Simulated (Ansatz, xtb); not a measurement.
**Two structures of AlCl2GaH2**

We compare a, a singlet given by its coordinates, with b, a singlet given by its coordinates. Both are isolated molecules in the gas phase, relaxed with PBE0-D3(BJ)/def2-SVP.

a (Å):

```xyz
6

Al   -0.3671    0.7000   -0.7668
Cl   -1.9615   -0.6171   -1.2255
Cl   -0.8680    2.0006    1.0270
Ga    0.8002    0.0555    1.3501
H     0.4164    1.4521   -1.9076
H     1.1556    0.0902    2.8957
```

Close contacts (Å): Al1–Cl2 2.12, Al1–Cl3 2.27, Al1–Ga4 2.50, Cl3–Ga4 2.58, Al1–H5 1.58, Ga4–H6 1.59.

b (Å):

```yaml
atoms:
  - { symbol: Al, position_ang: [0.1770, 2.3555, 2.0554] }
  - { symbol: Cl, position_ang: [-1.6291, 1.8512, 0.9303] }
  - { symbol: Cl, position_ang: [-1.2955, -2.0917, 2.4822] }
  - { symbol: Ga, position_ang: [-0.2504, -0.2056, 2.6008] }
  - { symbol: H, position_ang: [-0.0711, 3.1169, 3.4210] }
  - { symbol: H, position_ang: [1.5136, 2.3810, 1.2073] }
```

Close contacts (Å): Al1–Cl2 2.19, Al1–Ga4 2.65, Cl3–Ga4 2.16, Al1–H5 1.58, Al1–H6 1.58.

Q: Which of the two would you expect CCSD(T)/def2-SVP + ΔMP2/def2-TZVPP electronic energies to favour?

A: Structure a; the calculation gives E(b) − E(a) = +3.0 kcal/mol.

Level by level:

```csv
level,geometry,E(b) − E(a) (kcal/mol),departure from the last row (kcal/mol),"job, with rough time for the two"
PBE0-D3(BJ)/def2-SVP,PBE0-D3(BJ)/def2-SVP,+2.6,−0.4,"optimisation, 1.9 min"
HF/def2-SVP,PBE0-D3(BJ)/def2-SVP,+1.3,−1.7,part of the CCSD(T) run
MP2/def2-SVP,PBE0-D3(BJ)/def2-SVP,+2.6,−0.4,part of the CCSD(T) run
CCSD(T)/def2-SVP,PBE0-D3(BJ)/def2-SVP,+1.9,−1.2,single point
CCSD(T)/def2-SVP + ΔMP2/def2-TZVPP,PBE0-D3(BJ)/def2-SVP,+3.0,,"single point, 60 s"
```

The levels shown agree on the order. The largest departure from CCSD(T)/def2-SVP + ΔMP2/def2-TZVPP is that of HF/def2-SVP, 1.7 kcal/mol. Levels run at GFN2-xTB geometries aren't shown. The last row adds to CCSD(T) the change of the MP2 difference between the two basis sets, here +1.2 kcal/mol.

With harmonic frequencies from PBE0-D3(BJ)/def2-SVP (ideal gas, rigid rotor, one conformer each, 298.15 K, 1 atm): on the last row, ΔE + ΔZPE = +2.9 kcal/mol. A mode under 50 cm⁻¹ makes harmonic enthalpies and free energies unreliable, so none is given.

The correlated steps freeze 24 core orbitals; the filled d shell of Ga is correlated, in a basis made for valence electrons. Codes used: Ansatz 0.2.0; the last row on 1 thread of Arm Neoverse N1 on a shared host.
